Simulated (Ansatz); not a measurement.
`F[Si]([SiH3])(Cl)Cl` + H–F → `F[Si](F)(Cl)Cl` + SiH₄ at 400 K and 1 bar (cleavage of the Si–Si bond).

Gas-phase electronic energies from Ansatz, PBE0-D4/def2-TZVP geometries. CBS: MP2 limit from def2 TZ/QZ plus the TZ coupled-cluster correction, frozen cores. This one scheme is used for every species.

| species | CCSD(T)/CBS energy (Eh) | H − E (kJ/mol) | S (J/(mol·K)) |
| --- | --- | --- | --- |
| `F[Si]([SiH3])(Cl)Cl` | -1599.47838 | 119.0 | 409.6 |
| H–F | -100.39570 | 36.5 | 182.2 |
| `F[Si](F)(Cl)Cl` | -1408.46553 | 52.4 | 348.2 |
| SiH₄ | -291.46306 | 96.9 | 218.6 |

H − E and S are ideal-gas, rigid-rotor, harmonic terms from PBE0-D4/def2-TZVP. 1 Eh = 2625.50 kJ/mol, R = 8.31446 J/(mol·K).

Problem. By hand: ΔE, ΔH, ΔS and ΔG.

Solution. ΔE = (-1408.46553) + (-291.46306) − (-1599.47838) − (-100.39570) = -0.05451 Eh = -143.1 kJ/mol. Δ(H − E) = 52.4 + 96.9 − 119.0 − 36.5 = -6.2, so ΔH = -149.3 kJ/mol. ΔS = 348.2 + 218.6 − 409.6 − 182.2 = -25.0 J/(mol·K). ΔG = -149.3 − 400 × (-25.0)/1000 = -139.3 kJ/mol.

Problem. By hand: the equilibrium constant, and the temperature at which ΔG would vanish if ΔH and ΔS stayed fixed.

Solution. log₁₀ K = −ΔG/(RT ln 10) = 18.2. ΔG = 0 at ΔH/ΔS = 5972 K, far beyond where these terms or the molecules hold.

ΔH outweighs TΔS. A doubt of 5 kJ/mol in ΔE shifts log₁₀ K by 0.7 here. These are equilibria of isolated gas molecules and say nothing of rates. Largest T1 diagnostic: 0.011 (customary marks: 0.02 for closed shells, 0.045 for open ones).
